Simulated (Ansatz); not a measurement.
Isomers of Si12⁻ (doublet), relaxed with PBE0-D4/def2-SVP; total energies from Ansatz at PBE0-D4/def2-SVP.

```tsv
isomer	description	energy (Eh)
A	point group Cs; 23 × Si–Si 2.21 to 2.65 Å	-3471.49664
B	point group not assigned; 24 × Si–Si 2.21 to 2.66 Å	-3471.48567
```

The isomers come from a short search, and lower ones may exist.

Problem. Work out the relative energies (1 Eh = 2625.5 kJ/mol) and the Boltzmann populations at 500 K from electronic energies alone (R = 8.314 J/mol/K).

Solution. ΔE: A 0.0, B 28.8 kJ/mol. RT = 4.16 kJ/mol. Factors exp(−ΔE/RT): A 1, B 0.000985; sum 1.001. Populations: A 99.9 %, B 0.1 %. Zero-point energy, vibrational entropy and symmetry numbers are left out and can shift these; an error of 4 kJ/mol changes a ratio by a factor of 2.6. Over the other density-functional and correlated levels in def2 sets, the gap between A and B ranges from 19 to 33 kJ/mol.
